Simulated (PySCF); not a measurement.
PySCF 2.14 output of an unrestricted PBE0 calculation on a single atom or ion in dyall-av2z, with no relativity, point nucleus:

```
SCF conv_tol = 1e-09
number electrons alpha = 25  beta = 23
    C. Adamo and V. Barone.,  J. Chem. Phys. 110, 6158 (1999)
    M. Ernzerhof and G. E. Scuseria.,  J. Chem. Phys. 110, 5029 (1999)
cycle= 1 E= -5741.86732631859  delta_E= -0.0178  |g|= 0.0187  |ddm|= 0.247
cycle= 2 E= -5741.86738544041  delta_E= -5.91e-05  |g|= 0.00281  |ddm|= 0.037
cycle= 3 E= -5741.86738665362  delta_E= -1.21e-06  |g|= 0.00236  |ddm|= 0.00499
cycle= 4 E= -5741.86738733823  delta_E= -6.85e-07  |g|= 0.000437  |ddm|= 0.000894
cycle= 5 E= -5741.86738735902  delta_E= -2.08e-08  |g|= 6.4e-05  |ddm|= 0.000325
cycle= 6 E= -5741.86738736031  delta_E= -1.29e-09  |g|= 7.61e-06  |ddm|= 9.04e-05
cycle= 7 E= -5741.86738736032  delta_E= -1.09e-11  |g|= 4.93e-07  |ddm|= 9.58e-06
converged SCF energy = -5741.86738736032  <S^2> = 2.0011014  2S+1 = 3.0007342
```

The run itself started from symmetry-adapted Hartree-Fock orbitals and held the occupation by maximum overlap, on a logarithmic radial grid, so the iterations belong to that start.

Which element, charge and spin multiplicity is this?

In⁺ (indium, charge +1), multiplicity 3; the state was [Kr] 4d10 5s1 5p1, high-spin 3P determinant (an excited configuration).

A non-relativistic calculation at this Z misses sizeable relativistic shifts.
